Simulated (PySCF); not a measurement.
## Polarisability and C₆ of V⁺ (vanadium, charge +1)

[Ar] 3d4, high-spin 5D determinant. Computed with PySCF 2.14 in aug-cc-pwCVTZ-DK, with the spin-free X2C one-electron Hamiltonian (Gaussian nucleus). Coupled (time-dependent) response in atomic units; α is the mean over directions.

```
method  mean α (bohr³)         α xx, yy, zz  C₆ (like pair)  S(−4)
  PBE0           15.73  15.02, 15.02, 17.15           59.22  383.2
```

S(−4) is the Cauchy moment in α(ω) = α(0) + S(−4) ω² + …

α(iu) at PBE0:

```json
{"u (hartree)": "0", "α(iu) (bohr³)": "15.73"}
{"u (hartree)": "0.0500", "α(iu) (bohr³)": "14.85"}
{"u (hartree)": "0.100", "α(iu) (bohr³)": "12.95"}
{"u (hartree)": "0.200", "α(iu) (bohr³)": "9.496"}
{"u (hartree)": "0.300", "α(iu) (bohr³)": "7.411"}
{"u (hartree)": "0.500", "α(iu) (bohr³)": "5.174"}
{"u (hartree)": "0.750", "α(iu) (bohr³)": "3.710"}
{"u (hartree)": "1.00", "α(iu) (bohr³)": "2.845"}
{"u (hartree)": "1.50", "α(iu) (bohr³)": "1.864"}
{"u (hartree)": "2.00", "α(iu) (bohr³)": "1.323"}
{"u (hartree)": "3.00", "α(iu) (bohr³)": "0.7636"}
{"u (hartree)": "5.00", "α(iu) (bohr³)": "0.3501"}
```

A single London oscillator, α(iu) = α/(1 + u²/ω²), gives C₆ = (3/4) ω α². Matching the computed C₆ needs ω = 4 × 59.22 / (3 × 15.73²) = 0.319 hartree.

For an ion, C₆ is the dispersion term alone; charge-induced terms of lower order in 1/R come first.

The components differ because the open shell of this determinant is not spherical; for a pure term their mean is the scalar polarisability.
